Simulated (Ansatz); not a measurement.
Relaxation of C₂H₉Ga (12 atoms, charge 0, multiplicity 1), to a largest force component of 0.03 eV/Å in at most 50 steps.

All numbers below come from Ansatz, RHF/def2-SVP.

```xyz
12
Properties=species:S:1:pos:R:3:forces:R:3
Ga 0.007 0.134 0.147 -0.02 0.04 -0.18
C -0.020 0.156 2.132 0.03 0.41 0.24
H -0.966 -0.218 2.529 -0.01 -0.01 0.02
H 0.796 -0.439 2.548 0.00 0.01 0.01
H 0.110 1.172 2.514 0.00 0.05 0.01
H 1.394 0.137 -0.610 0.08 0.00 0.00
C -1.681 0.119 -0.911 -0.11 0.10 0.05
H -2.245 -0.796 -0.702 0.01 0.03 -0.06
H -2.327 0.958 -0.626 0.03 -0.04 0.02
H -1.510 0.186 -1.987 0.02 -0.07 0.01
H -0.240 -2.530 0.872 -0.07 -1.15 -1.12
H -0.209 -2.038 1.386 0.04 0.62 0.98
```

**Question.** Where does it end, and by what steps?

**Answer.** The run converged. The force dipped under the threshold on the way, but the program's further checks kept it going. After 15 steps the energy has fallen by 0.201 eV; H12 moved furthest, 1.12 Å.

```csv
step,energy less start (eV),largest force component (eV/Å),accepted
0,0.0000,1.150,yes
1,-0.1216,0.253,yes
2,-0.1559,0.593,yes
3,-0.1846,0.075,yes
4,-0.1916,0.086,yes
5,-0.1968,0.094,yes
6,-0.1983,0.101,yes
7,-0.1991,0.072,yes
8,-0.1996,0.021,yes
9,-0.1994,0.088,no
10,-0.1999,0.015,yes
11,-0.2003,0.075,yes
12,-0.2006,0.076,yes
13,-0.2009,0.032,yes
14,-0.2009,0.057,yes
15,-0.2010,0.027,yes
```

```xyz
12
Properties=species:S:1:pos:R:3
Ga -0.022 0.209 0.230
C -0.063 0.520 2.198
H -1.064 0.412 2.621
H 0.612 -0.162 2.723
H 0.282 1.536 2.418
H 1.380 0.019 -0.483
C -1.701 0.179 -0.844
H -2.284 -0.716 -0.601
H -2.332 1.040 -0.605
H -1.516 0.176 -1.919
H -0.056 -3.247 0.411
H -0.129 -3.125 1.145
```

Whether the end is a true minimum wasn't checked by a vibrational analysis.

Time of the run: 18 s on 2 threads of Arm Neoverse V2 (shared host), peak memory 0.22 GiB.
